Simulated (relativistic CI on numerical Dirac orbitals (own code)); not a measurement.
These numbers are calculated, not measured: Dirac-Coulomb-Breit CI, separate exchange-only KLI orbitals for each configuration, a model potential for QED, valence Slater integrals scaled by 0.9, P86 correlation estimate, and configurations built on the next ion tied to the tabulated ionisation energy (semi-empirical) (own radial code, finite nucleus).

Configuration list (outside the closed core [Ne]): 3s, 3p, 3d, 4s, 4p, 4d, 4f, 5s, 5p, 5d, 5f, 5g. Levels of other configurations are missing.

Configurations that consist of the next ion and one excited electron were tied to the tabulated ionisation energy; Rydberg ones are usually within 1,000 to 3,000 cm⁻¹ and the lowest ones within about 6,000 (9,000 in d shells), while levels on excited terms of the next ion carry the error of that term, and the other configurations can be misplaced by 10,000 cm⁻¹ or more. Rates follow the energies as ν³ (E1, M1) or ν⁵ (E2), so rates, branching and lifetimes can be off by large factors.

Outline of the computed level scheme of Sc XI. Lowest level of each configuration: 3s ²S1/2 at 0.000 eV; 3p ²P°1/2 at 24.346 eV; 3d ²D3/2 at 57.566 eV; 4s ²S1/2 at 121.259 eV; 4p ²P°1/2 at 130.432 eV; 4d ²D3/2 at 142.393 eV; 4f ²F°5/2 at 146.707 eV; 5s ²S1/2 at 171.349 eV; 5p ²P°1/2 at 175.804 eV.

Some strong electric-dipole decays among the lowest 15 levels: 4f ²F°7/2 → 3d ²D5/2 (2.2e+11 s⁻¹); 4f ²F°5/2 → 3d ²D3/2 (2.1e+11 s⁻¹); 4d ²D5/2 → 3p ²P°3/2 (7.5e+10 s⁻¹); 4d ²D3/2 → 3p ²P°1/2 (6.1e+10 s⁻¹); 4s ²S1/2 → 3p ²P°3/2 (5.9e+10 s⁻¹); 4p ²P°1/2 → 3s ²S1/2 (3.9e+10 s⁻¹); 4p ²P°3/2 → 3s ²S1/2 (3.7e+10 s⁻¹); 4s ²S1/2 → 3p ²P°1/2 (2.9e+10 s⁻¹).
